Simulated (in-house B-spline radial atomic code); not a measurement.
## RPA and G0W0 on PBE0: the rubidium ion Rb⁴⁺

Configuration [Ar] 3d10 4s2 4p3, highest spin, mean-field start PBE0. Computed with an all-electron radial atomic-structure program (B-spline basis): all electrons, scalar-relativistic (spin-free one-electron X2C), finite nucleus, each spin shell either full or empty, empty states to l = 9 with an (l + 1/2)⁻⁴ tail; G0W0 by contour deformation at full frequency.

Command:
```bash
python run_gw.py task.json out
```
Settings (radii: box in bohr, nucleus in fm):
```
Z                        37
electrons                33
configuration            [Ar] 3d10 4s2 4p3
hamiltonian              x2c
method                   pbe0
lmax                     9
rms_radius               4.2036
spin_polarised           True
box_radius               11.96
intervals                68
```

Time taken, with all properties: 5.8 s on 1 thread of Arm Neoverse N1, on a shared host.

Energies (hartree):

| term | value |
| --- | --- |
| mean-field total | -2976.21748 |
| Hartree-Fock functional on these orbitals | -2974.77175 |
| direct second order | -2.7411 |
| second-order exchange | 0.80428 |
| SOSEX correction | 0.74825 |

What is the RPA correlation energy, and what remains with SOSEX?

RPA gives -2.4248 hartree (-2 eV per electron); RPA + SOSEX gives -1.6766, and the second-order doubles -1.9368 hartree (no singles). SOSEX takes back 31 % of the RPA value.

Quasi-particle levels (eV):

```csv
level,occupied,mean field,Σx - vxc,Σc,QP weight,G0W0
4p up,yes,-64.11,-4.99,?,?,?
4s down,yes,-77.55,-2.82,-2.63,0.957,-83.01
3d down,yes,-161.55,-16.16,5.13,0.900,-172.58
4p down,no,-56.34,6.77,-2.71,0.957,-52.28
```

G0W0 = mean field + (Σx - vxc) + Σc, with Σc (partial-wave tail included) taken at the quasi-particle energy. Only the outer levels were computed. Levels of low weight are left out.

Where does G0W0 put 4p up?

At -69.59 eV, with Σc = -0.49 eV and a quasi-particle weight of 0.957. The tabulated removal energy is 68.44 ± 0.15 eV (NIST, tabulated theory); the calculation leaves out spin-orbit coupling, Breit and QED terms, and what these don't explain is the method's own error.
